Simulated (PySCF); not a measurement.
# Mo⁺: excitation energy

Mo⁺ [Kr] 4d5 (6S) → Mo⁺ [Kr] 4d4 5p1 (high-spin determinant), as a difference of total energies. All numbers are calculated (PySCF 2.14, a scalar-relativistic core potential, in aug-cc-pwCVTZ-PP with ECP28MDF). Correlated levels: valence: 4s2 4p6 frozen; valence and next inner shell: nothing frozen outside the core potential. The calculations carry no spin-orbit coupling.

```tsv
method	excitation energy (eV)
UHF	5.521
LDA	5.790
PBE	5.711
PBE0	5.812
r2SCAN	5.757
wB97X-V	5.786
TPSS	5.633
LC-wPBE	5.935
MP2 (valence)	5.886
SCS-MP2 (valence)	5.643
MP2 (valence and next inner shell)	6.024
SCS-MP2 (valence and next inner shell)	5.826
```

Task: How much does correlation contribute at MP2 (valence and next inner shell)?

Result: 6.024 − (5.521) = 0.503 eV, measured against UHF.

The determinant of the upper state mixes LS terms, which raises its energy above the lowest term, most at the Hartree-Fock and MP2 levels.
